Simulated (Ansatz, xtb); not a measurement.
## CH2ClGe+: which of two structures lies lower

Structure I is `[CH2]=[Ge+][Cl]`, a singlet and structure II is a singlet given by its coordinates. Both are isolated ions in the gas phase, relaxed with PBE0-D3(BJ)/def2-SVP.

I (Å):

```xyz
5

C    -1.2927   -1.5092   -0.3340
Cl    1.6701   -3.2169    0.5687
Ge   -0.1759   -2.9753   -0.3373
H    -1.4180   -1.0103   -1.3123
H    -2.2474   -1.6455    0.2063
```

II (Å):

```yaml
atoms:
  - { symbol: C, position_ang: [-0.7374, -2.0222, 0.1209] }
  - { symbol: Cl, position_ang: [-1.1896, -1.5296, -1.5964] }
  - { symbol: Ge, position_ang: [0.3576, -3.2407, -0.9967] }
  - { symbol: H, position_ang: [-0.2710, -1.1675, 0.6318] }
  - { symbol: H, position_ang: [-1.6328, -2.3966, 0.6378] }
```

Close contacts (Å): C1–Cl2 1.84, C1–Ge3 1.98, Cl2–Ge3 2.38, C1–H4 1.10, C1–H5 1.10.

Quicker runs give these differences E(II) − E(I): GFN2-xTB −0.988 eV; HF/STO-3G −1.748 eV (at GFN2-xTB geometries); r2SCAN-D4/def2-SVP −1.148 eV (at GFN2-xTB geometries).

Task: Estimate E(II) − E(I) at the level CCSD(T)/def2-TZVPP.

Result: Calculated at CCSD(T)/def2-TZVPP: E(II) − E(I) = −1.020 eV, so structure II lies lower.

Level by level:

```
               level              geometry  E(II) − E(I) (eV)  departure from the last row (eV)  job, with rough time for the two
            GFN2-xTB              GFN2-xTB              −0.988                            +0.032              optimisation, 0.17 s
           HF/STO-3G              GFN2-xTB              −1.748                            −0.728              single point, 0.32 s
  r2SCAN-D4/def2-SVP              GFN2-xTB              −1.148                            −0.128               single point, 1.9 s
PBE0-D3(BJ)/def2-SVP  PBE0-D3(BJ)/def2-SVP              −1.258                            −0.237                optimisation, 21 s
       HF/def2-TZVPP  PBE0-D3(BJ)/def2-SVP              −1.236                            −0.216           part of the CCSD(T) run
      MP2/def2-TZVPP  PBE0-D3(BJ)/def2-SVP              −1.264                            −0.243           part of the CCSD(T) run
  CCSD(T)/def2-TZVPP  PBE0-D3(BJ)/def2-SVP              −1.020                                                  single point, 38 s
```

None of the levels shown reverses the order. The largest departure from CCSD(T)/def2-TZVPP is that of HF/STO-3G, 0.728 eV.

With harmonic frequencies from PBE0-D3(BJ)/def2-SVP (ideal gas, rigid rotor, one conformer each, 298.15 K, 1 atm): the zero-point term adds +0.073 eV; ΔH is −0.967 and ΔG −0.930 eV.

The T1 diagnostic of structure I is large, so the coupled-cluster value is less sure. The correlated steps freeze 15 core orbitals; the filled d shell of Ge is correlated, in a basis made for valence electrons. Run with Ansatz 0.2.0, xtb 6.7.1; the last row on 1 thread of Intel(R) Xeon(R) 6975P-C (Granite Rapids) on a shared host.
